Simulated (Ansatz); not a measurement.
Isolated molecules relaxed with PBE0-D4/def2-TZVP in Ansatz; ΔE leaves out vibrations. CCSD(T)/CBS adds triple-zeta CCSD(T) − MP2 to the extrapolated MP2 energy (def2 sets, frozen cores). DFT in def2-TZVPP. Each species was taken in one conformer, which may not be the lowest.

`CB[SiH](O)Cl` + `O[SiH2]N[SiH](O)Cl` → `O[Si@@H](Cl)N[Si@@H](O)Cl` + `CB[SiH2]O`  (redistribution)

`CB[SiH](O)Cl`:

```xyz
11

C     0.260   -0.612    1.521
B    -0.255    0.602    0.704
Si   -0.312    0.626   -1.303
O    -0.405   -0.833   -2.052
Cl    1.529    1.524   -1.682
H     0.776   -0.342    2.445
H    -0.669   -1.115    1.842
H     0.842   -1.359    0.978
H    -0.625    1.580    1.292
H    -1.347    1.446   -1.972
H     0.206   -1.517   -1.773
```

`O[SiH2]N[SiH](O)Cl`:

```xyz
12

O    -0.186    1.026   -1.729
Si   -1.384    0.235   -0.939
N    -0.644   -0.624    0.371
Si    1.038   -0.691    0.644
O     1.718    0.806    0.611
Cl    1.298   -1.553    2.493
H     0.477    1.474   -1.195
H    -2.011   -0.659   -1.940
H    -2.424    1.144   -0.384
H    -1.235   -1.074    1.055
H     1.797   -1.458   -0.354
H     1.558    1.374    1.368
```

`O[Si@@H](Cl)N[Si@@H](O)Cl`:

```xyz
12

O    -0.631    1.893   -1.012
Si    0.871    1.316   -0.763
Cl    2.031    2.556    0.395
N     0.765   -0.186    0.059
Si   -0.622   -1.158    0.234
O    -0.118   -2.524    0.967
Cl   -2.060   -0.254    1.424
H    -1.217    1.978   -0.256
H     1.502    1.253   -2.089
H     1.543   -0.446    0.651
H    -1.300   -1.381   -1.055
H    -0.763   -3.046    1.446
```

`CB[SiH2]O`:

Cartesian coordinates in Å:
```
C -1.490 -0.277 0.742
B -0.699 0.545 -0.311
Si 1.283 0.400 -0.638
O 2.119 -0.543 0.441
H -0.900 -0.709 1.553
H -1.901 -1.122 0.162
H -2.364 0.238 1.149
H -1.313 1.281 -1.039
H 1.920 1.742 -0.541
H 1.490 -0.094 -2.038
H 1.855 -1.460 0.520
```

Question: Is it downhill or uphill in electronic energy at CCSD(T)/CBS, and by how much? (Estimate.)

Answer: The calculation gave: Nearly level: ΔE = -0.7 kcal/mol.

Question: What do these levels give: PBE-D4, ωB97X-V, B2PLYP, HF/def2-TZVPP, MP2/def2-TZVPP, MP2/def2-QZVPP? (An estimate is asked.)

Answer: Ansatz gave: PBE-D4 -0.7, ωB97X-V -0.8, B2PLYP -0.5, HF/def2-TZVPP -1.2, MP2/def2-TZVPP -0.5, MP2/def2-QZVPP -0.5 kcal/mol.

Largest T1 diagnostic among the species: 0.011.
